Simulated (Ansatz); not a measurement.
Cl₂H₄O₂Si₂ (`O[Si@H](Cl)[Si@@H](O)Cl`) at its PBE0-D4/def2-TZVP geometry, where that method's forces vanish. The species carries charge 0 and has multiplicity 1.

```
atom    x (Å)    y (Å)    z (Å)
  O1  -2.2990  -0.2562  -0.1976
 Si2  -0.9892   0.2816   0.6245
 Cl3  -0.4209  -1.0903   2.0755
 Si4   0.9744   0.4617  -0.6495
  O5   1.6436  -1.0240  -0.8218
 Cl6   2.2019   1.7389   0.4033
  H7  -2.2256  -1.0675  -0.7033
  H8  -1.4289   1.5123   1.3131
  H9   0.8309   0.9998  -2.0195
 H10   1.7128  -1.5562  -0.0246
```

**Question.** For each bond, give half the difference of the two atoms' forces along it (eV/Å; positive pushes the atoms apart) under PBE-D4, r2SCAN-D4, B3LYP-D4, ωB97M-V in def2-TZVPP. (An estimate is asked.)

**Answer.** Ansatz gave: 
```csv
bond,length (Å),PBE-D4,r2SCAN-D4,B3LYP-D4,ωB97M-V
O1–Si2,1.637,0.36,0.06,0.13,0.14
O1–H7,0.959,0.32,0.01,-0.02,-0.06
Si2–Cl3,2.076,0.15,0.07,0.20,0.07
Si2–Si4,2.348,-0.28,-0.05,-0.02,-0.07
Si2–H8,1.477,0.06,-0.03,-0.16,-0.18
Si4–O5,1.639,0.37,0.08,0.12,0.14
Si4–Cl6,2.061,0.15,0.06,0.20,0.07
Si4–H9,1.479,0.06,-0.03,-0.17,-0.19
O5–H10,0.961,0.34,0.01,-0.03,-0.06
```

B3LYP here is the variant with VWN-RPA as its local correlation; programs differ in this.
